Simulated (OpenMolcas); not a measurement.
## Ir4+ in a point-charge field

Ir4+ among 6 point charges of -0.8 e arranged as a trigonal prism (D3h), 1.77 Å from the ion, with a polar angle of 48.1° against the regular 49.1°.

```yaml
Program: OpenMolcas
Method: CASSCF
Basis: ANO-RCC-VDZP [7s6p4d2f]
Scalar_Hamiltonian: DKH2, point nucleus
Active_space: 5 electrons in 5 orbitals (5d)
State_averaging: 2S+1 = 6 even, 1 root; 2S+1 = 4 even, 24 roots; 2S+1 = 2 even, 75 roots
Spin-orbit_coupling: state interaction with AMFI integrals over the reference wave functions
```

The lowest spin-free states (labels of D3, the rotations of D3h), above the lowest:

```tsv
State	Degeneracy	E (cm-1)	Free-ion L (%)
6A1	1	0.0	S (100)
4E	2	24257	G (64)
4A2	1	25214	G (89)
4A1	1	25258	G (89)
4E	2	27267	G (96)
4A1	1	27423	G (100)
4E	2	27949	G (100)
4E	2	30925	D (62)
4A2	1	32613	P (100)
4E	2	32797	D (95)
4A1	1	34702	D (100)
2E	2	34854	I (58)
4E	2	36282	P (61)
2A1	1	36876	I (80)
2A2	1	36890	I (80)
2E	2	37409	I (85)
2E	2	38289	I (87)
2A1	1	38297	I (91)
2E	2	39564	I (99)
2S+1 = 2	2	40054	I (100)
```

The lowest levels with spin-orbit coupling:

| E (cm-1) | Degeneracy | Label | 2S+1 | g |
| --- | --- | --- | --- | --- |
| 0.0 | 2 | E1/2 | 6 (84 %) | 0.00 0.00 9.65 |
| 337.4 | 2 | E3/2 | 6 (87 %) | 0.00 0.00 5.83 |
| 408.0 | 2 | E1/2 | 6 (88 %) | 1.94 5.83 5.83 |
| 17533 | 2 | E1/2 | 4 (59 %) | 0.00 0.00 6.11 |
| 21041 | 2 | E1/2 | 4 (62 %) | 0.59 2.14 2.14 |
| 22866 | 2 | E3/2 | 4 (72 %) | 0.00 0.00 2.83 |
| 23933 | 2 | E1/2 | 4 | 0.08 0.08 8.06 |
| 24098 | 2 | E3/2 | 4 (80 %) | 0.00 0.00 3.58 |
| 24849 | 2 | E1/2 | 4 (87 %) | 0.08 0.08 5.35 |
| 25111 | 2 | E3/2 | 4 (88 %) | 0.00 0.00 11.70 |
| 25699 | 2 | E1/2 | 4 (89 %) | 1.60 1.60 3.14 |
| 26610 | 2 | E1/2 | 4 (75 %) | 0.02 0.02 9.27 |
| 26788 | 2 | E3/2 | 4 (85 %) | 0.00 0.00 3.98 |
| 27019 | 2 | E1/2 | 4 (77 %) | 0.01 0.01 6.35 |
| 27036 | 2 | E1/2 | 4 (89 %) | 0.95 3.12 3.12 |
| 27872 | 2 | E3/2 | 4 (90 %) | 0.00 0.00 3.14 |
| 28489 | 2 | E1/2 | 4 (80 %) | 0.00 0.00 13.48 |
| 28598 | 2 | E1/2 | 4 (89 %) | 0.39 2.51 2.51 |
| 28963 | 2 | E3/2 | 4 (81 %) | 0.00 0.00 3.27 |
| 28976 | 2 | E1/2 | 4 (89 %) | 0.77 0.77 1.34 |

Powder χT (cm3 K/mol): 2.92 at 2 K, 2.96 at 10 K, 3.16 at 50 K, 3.39 at 100 K, 3.74 at 200 K, 3.91 at 300 K. The effective moment at 300 K is 2.828 √(χT) = 5.59 μB.

Without dynamic correlation the repulsion within the d shell is too large (B by tens of per cent), so at a given field states of lower spin stand too high. Point charges give a weaker field than real ligands, and real ions of this kind are as a rule low spin; the high spin found here belongs to the model. Point charges carry no covalency, so the field is a model and not that of real ligands. No measured value stands beside these numbers.
